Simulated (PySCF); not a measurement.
Potential energy of BiS along the bond

Set-up: Bi def2-SVPD with ECP60, S def2-SVPD; scalar-relativistic core potentials (PySCF 2.14). Energies in eV from Bi + S in their ground configurations at the same level. State: ²Π (doublet), unpaired electrons π ↑.

| R (Å) | PBE0 | MN15 | ωB97X | r²SCANh |
| --- | --- | --- | --- | --- |
| 2.005 | -1.393 | -1.517 | -1.842 | -1.256 |
| 2.098 | -2.316 | -2.396 | -2.735 | -2.191 |
| 2.191 | -2.818 | -2.862 | -3.202 | -2.703 |
| 2.261 | -2.993 | -3.014 | -3.346 | -2.886 |
| 2.331 | -3.039 | -3.041 | -3.359 | -2.939 |
| 2.401 | -2.989 | -2.973 | -3.271 | -2.898 |
| 2.494 | -2.825 | -2.793 | -3.038 | -2.754 |
| 2.611 | -2.555 | -2.523 | -2.624 | -2.509 |
| 2.751 | -2.203 | -2.182 | -2.029 | -2.176 |
| 2.937 | -1.742 | -1.734 | -1.182 | -1.727 |

Problem. Put a parabola through the three lowest points of the PBE0 curve and estimate Re, k and ωe (reduced mass 27.73 u; 1 eV/Å² = 0.16022 mdyn/Å; ωe = 1302.8·√(k/μ) cm⁻¹).

Solution. Through R = 2.261, 2.331, 2.401 Å the second-order coefficient is 9.80 eV/Å², so Re ≈ 2.330 Å, k ≈ 3.14 mdyn/Å and ωe ≈ 438 cm⁻¹. A polynomial fit of higher order to the unrounded PBE0 energies gives Re = 2.326 Å, k = 3.20 mdyn/Å, ωe = 443 cm⁻¹; anharmonicity and rounding make the difference.

The higher-order fit for each curve: PBE0: Re = 2.326 Å, ωe = 443 cm⁻¹, De = 3.04 eV; MN15: Re = 2.312 Å, ωe = 452 cm⁻¹, De = 3.04 eV; ωB97X: Re = 2.303 Å, ωe = 473 cm⁻¹, De = 3.37 eV; r²SCANh: Re = 2.332 Å, ωe = 429 cm⁻¹, De = 2.94 eV.

⟨S²⟩ of the unrestricted solution departs from its pure value on part of the curve, where spin states mix. Spin–orbit coupling is left out, which matters for elements this heavy, above all for dissociation energies. The state was picked by a PBE0 search and need not be the measured ground state.
